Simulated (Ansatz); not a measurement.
The cluster Si4⁻. Total charge -1; doublet. Geometry r2SCAN-D4/def2-TZVPD; atoms count from 1.

```csv
atom,x (Å),y (Å),z (Å)
Si1,-0.0610,0.0480,-1.9974
Si2,0.0608,-0.0467,1.9974
Si3,1.1512,0.1915,-0.0306
Si4,-1.1509,-0.1927,0.0305
```

The structure comes from a short search, and lower isomers may exist.

(1) Estimate the Mulliken populations from the PBE0/def2-TZVPD orbitals of Ansatz.

(2) Where does the spin sit?

(3) And the Mayer bond orders between bonded heavy atoms (over 0.3)?

Answers

(1) 
```tsv
atom	charge (e)	spin (α − β)
Si1	-0.37	0.60
Si2	-0.37	0.60
Si3	-0.13	-0.10
Si4	-0.13	-0.10
```
Mulliken values and Mayer orders depend strongly on the basis. With diffuse functions, as here, like atoms can get unlike values, and bond orders can come out too low or too high.

(2) Summed by element: Si 1.00, of 1 unpaired in all. Largest on single atoms: Si1 0.60, Si2 0.60, Si3 -0.10.

(3) Si1–Si3 0.93 (2.31 Å); Si1–Si4 0.93 (2.31 Å); Si2–Si3 0.93 (2.31 Å); Si2–Si4 0.93 (2.31 Å); Si3–Si4 1.14 (2.33 Å). Values over 0.3 also appear between atoms too far apart for a bond (Si1–Si2 0.40 at 4.00 Å); they arise where an orbital or an unpaired electron spreads over both atoms.
